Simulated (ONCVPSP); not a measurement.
Before and after: ONCV potential for I (Z = 53)

ONCVPSP 4.0.1 input, shortened (lines: element, Z, core and valence counts, functional; n l f; lmax; l rc ep ncon nbas qcut; lloc lpopt rc5 dvloc0; l nproj debl; icmod fcfact rcfact), PBE, scalar-relativistic:

```
  I 53.00    6    5        4      upf
    1    0    2.00
    2    0    2.00
    2    1    6.00
    3    0    2.00
    3    1    6.00
    3    2   10.00
    4    0    2.00
    4    1    6.00
    4    2   10.00
    5    0    2.00
    5    1    4.00
    2
    0    1.10    0.00    4    8   12.70
    1    1.15    0.00    3    8   11.40
    2    1.40    0.00    3    7   10.80
    4    5    1.00    0.00
    0    2    2.40
    1    2    2.30
    2    2    2.50
    3    3.75    1.20
```

Change: p: qcut 14.4.

Cutoffs: the cutoffs (Ha) at which the residual kinetic energy of the hardest occupied pseudo-wave falls to 1 and 0.1 mHa per electron; they do not see the model core or the augmentation charge, which bear on the density cutoff. Errors are all-electron minus pseudo energies relative to the spin-unpolarised reference configuration.

Q: How do hardness, ghosts and transferability respond?

A: The potential gets harder (57 Ha and 65 Ha → 64 Ha and 76 Ha); the errors of the 4 common tests hardly move; neither file shows a bound ghost. The waves are optimised to have the least kinetic energy above qcut, so the cutoff follows it (qcut²/2 in Ha).

```tsv
quantity	base	changed
cutoff, loose	57 Ha	64 Ha
cutoff, tight	65 Ha	76 Ha
loose cutoff by channel	s 57 Ha, p 41 Ha, d 44 Ha	s 57 Ha, p 64 Ha, d 44 Ha
bound ghosts	none	none
GHOST(+) flags under 300 eV	none	none
error for 4s2 4p6 4d10 5s2 5p5, meV [ΔE -11.13 eV]	+2.2	+2.2
error for 4s2 4p6 4d10 5s2 5p3, meV [ΔE 19.85 eV]	-4.6	-4.5
error for 4s2 4p6 4d10 5s2 5p2, meV [ΔE 49.18 eV]	-12	-12
error for 4s2 4p6 4d10 5s1 5p6, meV [ΔE -0.72 eV]	+1.7	+1.8
s: phases at 1.12 bohr within 0.05 rad from the reference energy up to (Ha; the scan ends near 5)	to the end of the scan	to the end of the scan
p: phases at 1.17 bohr within 0.05 rad from the reference energy up to (Ha; the scan ends near 5)	to the end of the scan	to the end of the scan
d: phases at 1.42 bohr within 0.05 rad from the reference energy up to (Ha; the scan ends near 5)	to the end of the scan	to the end of the scan
rms error of d²Exc/dni dnj with the model core, mHa	0.64	0.64
```
